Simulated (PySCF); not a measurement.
# Steps of a relaxation of [CeH2]2+

[CeH2]2+ (singlet). PySCF 2.14.0, RKS PBE0, Ce lcecp-2-SVP with ECP46, H def2-SVP; non-relativistic Hamiltonian with scalar-relativistic core potentials where named; density fitting; no spin-orbit coupling. Origin of the start: template. Columns: position (Å) and force (eV/Å). Energies are counted from the last step; some of the 6 steps are shown. Forces carry noise of the integration grid, about 0.01 to 0.03 eV/Å.

Run from Python with OMP_NUM_THREADS=2. Where DIIS fails, smearing, a level shift and second-order steps follow.
It took 3.1 s on 2 threads of Arm Neoverse V2, on a shared host, from the converged density of the start.

```xyz
3
step 0  E = 0.921 eV
Ce    0.0000    0.0000   -0.0125     0.00    0.00    0.89
H     1.9602    0.0000    0.8647    -2.22    0.00   -0.45
H    -1.9602    0.0000    0.8647     2.22    0.00   -0.45
```

```xyz
3
step 2  E = 0.013 eV
Ce    0.0000    0.0000   -0.0416     0.00    0.00   -0.49
H     1.5917    0.0000    0.8793     0.18    0.00    0.24
H    -1.5917    0.0000    0.8793    -0.18    0.00    0.24
```

```xyz
3
step 3  E = 0.002 eV
Ce    0.0000    0.0000   -0.0723     0.00    0.00    0.01
H     1.5981    0.0000    0.8946    -0.11    0.00    0.00
H    -1.5981    0.0000    0.8946     0.11    0.00    0.00
```

Task: Where does the relaxation end?

Result: It converges at step 5 in C2v:
```xyz
3
step 5  E = 0
Ce    0.0000    0.0000   -0.0847
H     1.5792    0.0000    0.9009
H    -1.5792    0.0000    0.9009
```

Task: How did the contacts change?

Result: 
| contact | start (Å) | end (Å) |
| --- | --- | --- |
| Ce1–H2 (H) | 2.148 | 1.862 |
| Ce1–H3 (H) | 2.148 | 1.862 |
